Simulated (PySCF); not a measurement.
**How the method moves the HOMO and LUMO of `C=C(OC)B(F)F`**

Compound: C3H5BF2O.
Geometry (PBE0-D3(BJ)/def2-SVP, Å), atoms numbered from 1 in this order:
```xyz
12
C3H5BF2O angstrom
C      0.505   -1.236   -0.310
C      0.455    0.109   -0.252
O     -0.532    0.850    0.293
C     -1.608    0.177    0.879
B      1.615    0.971   -0.843
F      1.615    2.284   -0.771
F      2.642    0.393   -1.437
H     -0.269   -1.894    0.089
H      1.368   -1.705   -0.782
H     -2.288    0.943    1.274
H     -1.275   -0.474    1.708
H     -2.150   -0.443    0.142
```

Basis pcSseg-1 throughout (PySCF), one geometry. Geometry: PBE0-D3(BJ)/def2-SVP, one conformer, isolated molecule.

Problem. How do the orbital energies, the gap and the dipole change with the method?

Solution. 
| method | kind | HOMO (eV) | LUMO (eV) | gap (eV) | μ (D) | SCF cycles |
| --- | --- | --- | --- | --- | --- | --- |
| BLYP | GGA | -5.80 | -1.83 | 3.98 | 2.64 | 15 |
| OPBE | GGA | -5.91 | -1.86 | 4.06 | 2.63 | 16 |
| PBE | GGA | -5.96 | -1.98 | 3.98 | 2.65 | 16 |
| B97-2 | global hybrid | -6.94 | -1.11 | 5.84 | 2.81 | 14 |
| B3LYP | global hybrid | -6.96 | -1.28 | 5.68 | 2.79 | 14 |
| wB97X-D | range-separated hybrid | -9.05 | 0.76 | 9.81 | 2.82 | 14 |
| LC-wPBE | range-separated hybrid | -9.81 | 1.24 | 11.05 | 2.76 | 14 |

The HOMO spans 4.01 eV, from BLYP down to LC-wPBE, and the gap runs from 3.98 eV (BLYP) to 11.05 eV (LC-wPBE). Over the methods BLYP (0 %), OPBE (0 %), PBE (0 %), B97-2 (21 %), B3LYP (20 %), a straight line through the gap against the share of exact exchange rises by 0.86 eV for each 10 % (correlation coefficient 0.999). The dipole ranges from 2.63 D (OPBE) to 2.82 D (wB97X-D). This basis has no diffuse functions.
